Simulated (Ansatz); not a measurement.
PBE exchange is replaced step by step with exact exchange (0 % is PBE, 25 % PBE0; no dispersion term), basis def2-TZVP, Ansatz. System: CuI2 (the lowest doublet isomer of a short search). The state is a doublet with charge 0. Geometry: PBE-D4/def2-TZVP.

Geometry of the doublet:

| atom | x (Å) | y (Å) | z (Å) |
| --- | --- | --- | --- |
| Cu1 | 0.0001 | -0.0005 | 0.0001 |
| I2 | -2.3204 | -0.2675 | -0.5664 |
| I3 | 2.3203 | 0.2680 | 0.5664 |

In the def2 sets I takes a core potential; there is no spin–orbit coupling. At PBE-D4/def2-TZVP an occupied level of the charge 0 doublet lies above an empty one (by up to 0.01 eV), so this SCF solution is probably not the lowest. At PBE-D4/def2-TZVP the gap within one spin of the charge 0 doublet nearly closes, so an electron or hole may be smeared out by delocalisation error. The geometry of the doublet was relaxed on an unsound state (an occupied level 0.01 eV above an empty one). The structure comes from a short search, and lower isomers may exist.

HOMO and LUMO are taken over both spins.

```csv
exact exchange (%),HOMO (eV),LUMO (eV),gap (eV),⟨S²⟩
0,-6.30,-6.31,-0.01,0.752
10,-6.83,-6.13,0.69,0.753
15,-7.09,-6.04,1.04,0.754
25,-7.59,-5.85,1.74,0.757
35,-7.88,-5.63,2.26,0.760
50,-8.66,-4.89,3.77,0.765
```

Task: Estimate the row for 5 %.

Result: 
| exact exchange (%) | HOMO (eV) | LUMO (eV) | gap (eV) | ⟨S²⟩ |
| --- | --- | --- | --- | --- |
| 5 | -6.57 | -6.22 | 0.34 | 0.752 |
